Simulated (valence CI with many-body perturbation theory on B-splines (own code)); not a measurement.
# E1 transitions of Re XLV

Level of theory: relativistic CI+MBPT: three valence electrons over a frozen Dirac-Fock core [Ar] 3d10, radial functions for each j: 11 s, 11 p, 10 d, 8 f, 5 g, 2 h, with the one-electron correlation potential Σ1, the two-electron term Σ2, the three-electron term Σ3, Breit, model QED; selected CI, second order for the rest, scaled by the run's own slope (own B-spline code, finite nucleus).

The last digits are not significant, and no measured levels were compared; by estimate large intervals hold to a few tenths of a per cent, small ones and those within an open d or f shell to about a per cent.

Lines 1 to 50 of 538 in falling wavelength, among levels below 855.95 eV, chosen from the strongest by gf and those to the six lowest levels. Wavelengths and rates use the calculated energies. Electric multipoles are in the length gauge, E1 and E2 with the static RPA response of the core. Weak lines are less certain than strong ones. Lines between different terms over intervals too small for the method are left out, as are lines whose strength nearly cancels. Where a level lies close to another of its J and parity, the split of strength between their lines is uncertain. The highest levels of a list are the least certain.

Levels are named by their leading jj configuration (3d3/2^4 stands for four electrons in 3d with j = 3/2), which in mixed levels can hold well under half, so a name can repeat and another be missing. Letters in brackets count levels of one name in rising energy.

```
λ vac (Å)                          Upper                       Lower   A (s⁻¹)  S (a.u.) with core polarisation  S without
    144.4     (4s 4p1/2 4p3/2) J=3/2 [a]          (4s^2 4p3/2) J=3/2  2.40e+09                         1.43e-02   1.52e-02
    135.3  (4p1/2 4p3/2 4d5/2) J=7/2 [b]  (4s 4p3/2 4d5/2) J=5/2 [b]  1.40e+10                         1.37e-01   1.46e-01
    133.0         (4s 4p1/2 4f5/2) J=7/2          (4s^2 4f5/2) J=5/2  1.72e+10                         1.60e-01   1.70e-01
    131.3         (4s 4p1/2 4p3/2) J=5/2          (4s^2 4p3/2) J=3/2  1.45e+10                         9.70e-02   1.03e-01
    131.3     (4p1/2 4p3/2 4f7/2) J=11/2  (4s 4p3/2 4f7/2) J=9/2 [b]  1.79e+10                         2.39e-01   2.54e-01
    129.7      (4p1/2 4d3/2 4d5/2) J=9/2      (4s 4d3/2 4d5/2) J=9/2  1.16e+10                         1.25e-01   1.33e-01
    129.1          (4p1/2 4d5/2^2) J=9/2  (4s 4p3/2 4f7/2) J=7/2 [c]  1.44e+10                         1.53e-01   1.62e-01
    128.3         (4s 4p1/2 4d5/2) J=7/2          (4s^2 4d5/2) J=5/2  1.47e+10                         1.22e-01   1.30e-01
    128.1      (4p1/2 4p3/2 4f5/2) J=9/2  (4s 4p3/2 4f5/2) J=7/2 [b]  1.45e+10                         1.51e-01   1.60e-01
    124.8             (4s 4p1/2^2) J=1/2          (4s^2 4p1/2) J=1/2  3.14e+10                         6.03e-02   6.41e-02
    124.5          (4p1/2^2 4p3/2) J=3/2  (4s 4p1/2 4p3/2) J=3/2 [b]  1.70e+10                         6.48e-02   6.89e-02
    120.4          (4p1/2 4d5/2^2) J=9/2      (4s 4d5/2^2) J=9/2 [b]  1.60e+10                         1.38e-01   1.47e-01
    119.7          (4p1/2^2 4d5/2) J=5/2  (4s 4p1/2 4d5/2) J=5/2 [b]  2.69e+10                         1.37e-01   1.45e-01
    119.3      (4p1/2 4p3/2 4f5/2) J=9/2      (4s 4d5/2^2) J=9/2 [a]  1.76e+10                         1.48e-01   1.57e-01
    118.1  (4p1/2 4p3/2 4f7/2) J=7/2 [b]  (4s 4p3/2 4f7/2) J=5/2 [a]  1.76e+10                         1.14e-01   1.21e-01
    117.6  (4p1/2 4p3/2 4d5/2) J=3/2 [a]  (4s 4p3/2 4d5/2) J=5/2 [a]  3.54e+10                         1.14e-01   1.21e-01
    117.0  (4p1/2 4p3/2 4f7/2) J=7/2 [a]  (4s 4p3/2 4f7/2) J=9/2 [a]  3.32e+10                         2.10e-01   2.23e-01
    116.9          (4p1/2^2 4f7/2) J=7/2      (4s 4p1/2 4f7/2) J=5/2  2.93e+10                         1.84e-01   1.96e-01
    116.6          (4p1/2^2 4f5/2) J=5/2  (4s 4p1/2 4f5/2) J=5/2 [b]  3.63e+10                         1.70e-01   1.81e-01
    116.4     (4s 4p1/2 4p3/2) J=3/2 [b]          (4s^2 4p3/2) J=3/2  2.02e+10                         6.29e-02   6.69e-02
    116.0          (4p1/2 4d5/2^2) J=7/2      (4s 4d5/2^2) J=9/2 [b]  3.34e+10                         2.06e-01   2.19e-01
    114.8  (4p1/2 4p3/2 4f7/2) J=9/2 [a]  (4s 4p3/2 4f7/2) J=9/2 [a]  2.42e+10                         1.81e-01   1.92e-01
    114.3          (4p1/2^2 4f7/2) J=7/2  (4s 4p1/2 4f7/2) J=7/2 [b]  3.61e+10                         2.13e-01   2.26e-01
    114.0          (4p1/2^2 4f7/2) J=7/2      (4s 4p1/2 4f7/2) J=9/2  5.23e+10                         3.06e-01   3.25e-01
    113.9  (4p1/2 4p3/2 4f7/2) J=9/2 [b]     (4s 4p3/2 4f7/2) J=11/2  4.00e+10                         2.92e-01   3.10e-01
    113.8          (4p1/2^2 4d5/2) J=5/2      (4s 4p1/2 4d5/2) J=7/2  5.50e+10                         2.40e-01   2.55e-01
    113.7         (4s 4p1/2 4p3/2) J=1/2          (4s^2 4p3/2) J=3/2  2.76e+10                         4.00e-02   4.26e-02
    113.5  (4p1/2 4p3/2 4f5/2) J=7/2 [b]      (4s 4d5/2^2) J=9/2 [a]  2.95e+10                         1.71e-01   1.81e-01
    113.4  (4p1/2 4d3/2 4d5/2) J=7/2 [b]      (4s 4d3/2 4d5/2) J=9/2  3.49e+10                         2.01e-01   2.13e-01
    113.3          (4p1/2^2 4d3/2) J=3/2      (4s 4p1/2 4d3/2) J=5/2  6.04e+10                         1.73e-01   1.84e-01
    112.8     (4p1/2 4p3/2 4f7/2) J=11/2     (4s 4p3/2 4f7/2) J=11/2  2.68e+10                         2.27e-01   2.42e-01
    112.0          (4p1/2 4p3/2^2) J=3/2          (4s 4p3/2^2) J=5/2  3.98e+10                         1.10e-01   1.17e-01
    111.0          (4p1/2^2 4p3/2) J=3/2      (4s 4p1/2 4p3/2) J=5/2  6.57e+10                         1.78e-01   1.89e-01
    110.8  (4p1/2 4p3/2 4d5/2) J=7/2 [a]      (4s 4p3/2 4d5/2) J=9/2  4.42e+10                         2.38e-01   2.53e-01
    109.4          (4p1/2^2 4f5/2) J=5/2      (4s 4p1/2 4f5/2) J=7/2  4.47e+10                         1.73e-01   1.84e-01
    108.2      (4p1/2 4p3/2 4d5/2) J=9/2      (4s 4p3/2 4d5/2) J=9/2  2.99e+10                         1.87e-01   1.99e-01
    103.1          (4p1/2^2 4p3/2) J=3/2  (4s 4p1/2 4p3/2) J=3/2 [a]  1.73e+10                         3.74e-02   3.98e-02
    91.12     (4s 4p1/2 4d3/2) J=3/2 [a]  (4s 4p1/2 4p3/2) J=3/2 [b]  1.64e+10                         2.45e-02   2.60e-02
    86.53         (4s 4p1/2 4d3/2) J=5/2  (4s 4p1/2 4p3/2) J=3/2 [b]  9.84e+08                         1.89e-03   2.01e-03
    83.67     (4s 4p1/2 4d3/2) J=3/2 [a]      (4s 4p1/2 4p3/2) J=5/2  6.17e+09                         7.14e-03   7.57e-03
    80.49      (4p1/2 4d3/2 4d5/2) J=9/2   (4p1/2 4p3/2 4d5/2) J=9/2  4.63e+10                         1.19e-01   1.26e-01
    79.78         (4s 4p1/2 4d3/2) J=5/2      (4s 4p1/2 4p3/2) J=5/2  2.24e+10                         3.37e-02   3.56e-02
    79.15         (4s 4p1/2 4d3/2) J=1/2  (4s 4p1/2 4p3/2) J=3/2 [b]  3.07e+09                         1.50e-03   1.58e-03
    79.10     (4s 4p1/2 4d3/2) J=3/2 [a]  (4s 4p1/2 4p3/2) J=3/2 [a]  5.87e+09                         5.73e-03   6.05e-03
    78.57     (4s 4p1/2 4d3/2) J=3/2 [b]  (4s 4p1/2 4p3/2) J=3/2 [b]  1.24e+10                         1.19e-02   1.26e-02
    75.87    (4s 4d5/2 4f7/2) J=11/2 [a]      (4s 4d5/2^2) J=9/2 [b]  4.93e+10                         1.27e-01   1.34e-01
    75.61         (4s 4p1/2 4d3/2) J=5/2  (4s 4p1/2 4p3/2) J=3/2 [a]  1.97e+09                         2.52e-03   2.66e-03
    75.44             (4s^2 4d3/2) J=3/2          (4s^2 4p3/2) J=3/2  4.76e+09                         4.03e-03   4.22e-03
    74.46     (4s 4p1/2 4d5/2) J=5/2 [a]  (4s 4p1/2 4p3/2) J=3/2 [b]  2.97e+09                         3.63e-03   3.82e-03
    73.72     (4s 4d5/2 4f7/2) J=7/2 [b]  (4s 4p3/2 4f7/2) J=5/2 [b]  7.64e+10                         1.21e-01   1.27e-01
```
